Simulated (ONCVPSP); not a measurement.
# La: excitation energies, all-electron against ONCV

ONCVPSP 4.0.1 input, shortened (lines: element, Z, core and valence counts, functional; n l f; lmax; l rc ep ncon nbas qcut; lloc lpopt rc5 dvloc0; l nproj debl; icmod fcfact rcfact), revPBE, scalar-relativistic:

```
  La 57.00    9    4  -102130      upf
    1    0    2.00
    2    0    2.00
    2    1    6.00
    3    0    2.00
    3    1    6.00
    3    2   10.00
    4    0    2.00
    4    1    6.00
    4    2   10.00
    5    0    2.00
    5    1    6.00
    5    2    1.00
    6    0    2.00
    3
    0    2.60    0.00    4    8    3.80
    1    2.45    0.00    5    8    5.20
    2    4.00    0.00    4    9    4.60
    3    4.05    0.26    5    8    2.40
    4    5    2.20    6.00
    0    2    1.10
    1    1    3.50
    2    2    3.20
    3    3    1.10
    0    0.00    0.00
```

In the f channel the program set the typed energies aside and used -0.159, 0.941, 2.041 Ha.

Energies are relative to the spin-unpolarised reference configuration 5s2 5p6 5d1 6s2; without spin polarisation the order of configurations can differ from experiment.

```tsv
valence configuration	charge	ΔE all-electron (eV)	error AE − PS (meV)
5s2 5p6 5d0 6s0	+3	35.550	+8.3
5s2 5p6 5d0 6s2 6p1	0	2.283	-32
```

What are ΔE and the potential's error for 5s2 5p6 5d1 6s0?

ΔE = 16.657 eV all-electron; the error (AE − PS) is -8.5 meV.

What are ΔE and the potential's error for 5s2 5p6 5d1 6s1?

ΔE = 5.897 eV all-electron; the error (AE − PS) is -1.8 meV.

Levels in the configuration 5s2 5p6 5d1 6s1:

| level | all-electron (eV) | pseudo (eV) |
| --- | --- | --- |
| 5s | -44.704 | -44.726 |
| 5p | -28.180 | -28.183 |
| 5d | -8.451 | -8.448 |
| 6s | -8.238 | -8.241 |
